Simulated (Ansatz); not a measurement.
Reaction (ligand exchange at the Si–O bond): `[F][Mg][O][SiH3]` + `S[SiH2]S` → `[SiH3]S[SiH2]S` + `[OH][Mg][F]`

Calculated with Ansatz (gas phase, PBE0-D4/def2-TZVP geometries, no zero-point term in ΔE). CCSD(T)/CBS adds triple-zeta CCSD(T) − MP2 to the extrapolated MP2 energy (def2 sets, frozen cores). DFT in def2-TZVPP. B3LYP here is the variant with VWN-RPA as its local correlation; programs differ in this. For Mg outer-core shells are correlated without core-valence functions, which leaves a few kJ/mol of doubt a bond. Each species was taken in one conformer, which may not be the lowest.

Is it downhill or uphill in electronic energy at CCSD(T)/CBS, and by how much? (Best estimate.)

Ansatz gave: Uphill: ΔE = +13.7 kcal/mol.

What do these levels give: PBE-D4, r2SCAN-D4, ωB97M-V, B2PLYP, r2SCAN, B3LYP, HF/def2-TZVPP, MP2/def2-TZVPP, SCS-MP2/def2-TZVPP, CCSD/def2-TZVPP, HF/CBS(def2), CCSD/CBS(def2)? (Estimate.)

The calculation gave: PBE-D4 9.7, r2SCAN-D4 12.7, ωB97M-V 13.0, B2PLYP 15.3, r2SCAN 13.1, B3LYP 16.0, HF/def2-TZVPP 20.2, MP2/def2-TZVPP 13.3, SCS-MP2/def2-TZVPP 15.3, CCSD/def2-TZVPP 15.6, HF/CBS(def2) 20.9, CCSD/CBS(def2) 14.8 kcal/mol.

Largest T1 diagnostic among the species: 0.012.

The D4 term adds −2.6 kcal/mol with B3LYP and −1.4 kcal/mol with PBE0; it sums over pairs of atoms, weighted by their polarisabilities, and B3LYP, whose exchange is more repulsive, gets the larger term. In def2-TZVPP, CCSD(T) changes the Hartree–Fock value by −5.6 kcal/mol (the triples alone add −1.0 kcal/mol) and MP2 by −6.9 kcal/mol. From PBE to PBE0 (25 % exact exchange), in def2-TZVPP and without D4, ΔE moves by +0.9 kcal/mol.
